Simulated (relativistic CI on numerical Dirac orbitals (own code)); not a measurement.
**What each ingredient does to the levels of Mo¹³⁺**

Base calculation: Dirac-Coulomb-Breit CI, orbitals from a KLI potential per configuration, model QED (radiative potential, 1s self-energy scaled to tabulated hydrogen-like ionisation energies), unscaled Slater integrals.

CI space (outside the closed core [Ar]): 3d¹⁰4s, 3d¹⁰4p, 3d¹⁰4d, 3d¹⁰4f, 3d¹⁰5s, 3d¹⁰5p, 3d¹⁰5d, 3d¹⁰5f, 3d¹⁰6s, 3d¹⁰5g, 3d⁹4s², 3d¹⁰6p, 3d¹⁰6d, 3d¹⁰6f, 3d¹⁰7s, 3d⁹4s4p, 3d¹⁰8s, 3d⁹4s4d, 3d⁹4s4f, 3d⁹4s5s, 3d⁹4s5p, 3d⁹4s5d, 3d⁹4s5f, 3d⁹4s6s. Double excitations out of closed p, d and f shells are left out; levels of such configurations are missing from the list, as are those of other unlisted configurations, and high levels can miss mixing partners.

Variants: (1) QED terms removed. Shifts of the energy above 3d¹⁰4s ²S1/2, in cm⁻¹, for the lowest level and the first level of each name with at least 55 % of one term (blank where a level changes its place among those of its configuration and J or its character, or is not in the variant):

| Level | Base | Δ(1) |
| --- | --- | --- |
| 3d¹⁰4s ²S1/2 | 0 | 0 |
| 3d¹⁰4p ²P°1/2 | 234446 | +782 |
| 3d¹⁰4p ²P°3/2 | 265601 | +719 |
| 3d¹⁰4d ²D3/2 | 647878 | +781 |
| 3d¹⁰4d ²D5/2 | 653039 | +764 |
| 3d¹⁰4f ²F°5/2 | 1030212 | +749 |
| 3d¹⁰4f ²F°7/2 | 1030251 | +746 |
| 3d¹⁰5s ²S1/2 | 1083534 | +431 |
| 3d¹⁰5p ²P°1/2 | 1185942 | +758 |
| 3d¹⁰5p ²P°3/2 | 1198994 | +731 |
| 3d¹⁰5d ²D3/2 | 1366072 | +759 |
| 3d¹⁰5d ²D5/2 | 1368380 | +751 |
| 3d¹⁰5f ²F°5/2 | 1533172 | +746 |
| 3d¹⁰5f ²F°7/2 | 1533235 | +744 |
| 3d¹⁰5g ²G7/2 | 1568234 | +740 |
| 3d¹⁰5g ²G9/2 | 1568310 | +740 |
| 3d¹⁰6s ²S1/2 | 1571369 | +587 |
| 3d¹⁰6p ²P°1/2 | 1624965 | +749 |
| 3d¹⁰6p ²P°3/2 | 1631760 | +735 |
| 3d⁹4s² ²D5/2 | 1652887 | -962 |
| 3d⁹4s² ²D3/2 | 1679396 | -1046 |
| 3d¹⁰6d ²D3/2 | 1720194 | +750 |

At this charge energies of transitions that change n are usually good to better than 1 %, and those within a shell (Δn = 0) to a few per cent.

Ionisation energy from the two ground configurations alone: base 301.268 eV; QED terms removed 301.361 eV. The NIST ASD value (measured) is 302.6 eV.

LS names give the leading component of a level, which can be under half, so a name can repeat, a term be missing and a line seem to break the LS rules.
